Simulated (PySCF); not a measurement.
Harmonic spectrum computed at PBE in the def2-TZVP basis family (core potentials from Rb on, PySCF, no spin–orbit coupling):

```json
{"ω (cm⁻¹)": "203", "IR (km/mol)": "10.7"}
{"ω (cm⁻¹)": "233", "IR (km/mol)": "12.9"}
{"ω (cm⁻¹)": "313", "IR (km/mol)": "1.8"}
{"ω (cm⁻¹)": "516", "IR (km/mol)": "4.8"}
{"ω (cm⁻¹)": "589", "IR (km/mol)": "269"}
{"ω (cm⁻¹)": "624", "IR (km/mol)": "40.0"}
```

Problem. Which molecule gave it? In each, all ligands are bound to the one heavy central atom.
A. SbF₃ (singlet)
B. LaF₃ (singlet)
C. AsF₃ (singlet)
D. BrF₃ (singlet)

Solution. D. It has C2v symmetry with Br–F 1.768 Å, Br–F 1.850 Å (×2).
